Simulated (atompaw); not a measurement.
Cutoff test, thallium (Tl), PAW (atompaw)

thallium (Tl), PAW, made with atompaw 4.2.0.5 (PBEsol, scalar-relativistic). Core [Kr] 4d10 4f14, reference 5s2 5p6 5d10 6s2 6p0.5 (charge +0.5). Waves: 5s (bound): rc 1.45 bohr; 6s (bound): rc 2.40 bohr; 5p (bound): rc 1.35 bohr; 6p (bound): rc 1.90 bohr; 5d (bound): rc 2.40 bohr; 5d channel at 0.65 Ry: rc 2.40 bohr. Local part: bessel scheme, radius 2.40 bohr. Core correction: smooth core density matched at 2.00 bohr. Augmentation charge: sinc compensation charge, radius 1.95 bohr; PAW radius 2.40 bohr; waves and projectors: modrrkj vanderbiltortho.

The pseudo-atom Hamiltonian at the reference potential is diagonalised in spherical Bessel functions j_l(qr) that vanish at 20 bohr, with q² up to the cutoff. All-electron valence levels (Ry): 5s -9.8833, 6s -0.9416, 5p -5.8446, 6p -0.3746, 5d -1.3896.

How do the lowest levels (Ry) of each channel move with the cutoff, and are there ghosts?

```csv
cutoff (Ry),s #1,s #2,p #1,p #2,d #1,d #2,f #1,Σ f·Δε (mRy)
8,-8.5552,-0.8263,-2.6075,-0.2321,-1.2131,-0.0448,0.0274,24145.5
12,-9.5404,-0.9309,-4.2046,-0.3233,-1.3753,-0.0476,0.0274,10715.4
15,-9.7452,-0.9396,-5.0542,-0.3579,-1.3870,-0.0480,0.0274,5056.2
21,-9.8762,-0.9409,-5.6224,-0.3726,-1.3887,-0.0482,0.0274,1358.1
30,-9.8798,-0.9415,-5.8317,-0.3745,-1.3895,-0.0482,0.0274,85.8
40,-9.8824,-0.9415,-5.8426,-0.3745,-1.3896,-0.0482,0.0274,14.1
45,-9.8829,-0.9415,-5.8427,-0.3746,-1.3896,-0.0482,0.0274,12.2
55,-9.8831,-0.9416,-5.8437,-0.3746,-1.3896,-0.0482,0.0274,6.1
70,-9.8832,-0.9416,-5.8445,-0.3746,-1.3896,-0.0482,0.0274,1.0
80,-9.8832,-0.9416,-5.8445,-0.3746,-1.3896,-0.0482,0.0274,0.8
100,-9.8833,-0.9416,-5.8446,-0.3746,-1.3896,-0.0482,0.0274,0.3
400,-9.8833,-0.9416,-5.8446,-0.3746,-1.3896,-0.0482,0.0274,0.0
```

Result: no extra level below or beside the all-electron valence levels (s, p, d, f tested); 10 mRy is reached at 50 Ry and 1 mRy at 80 Ry.
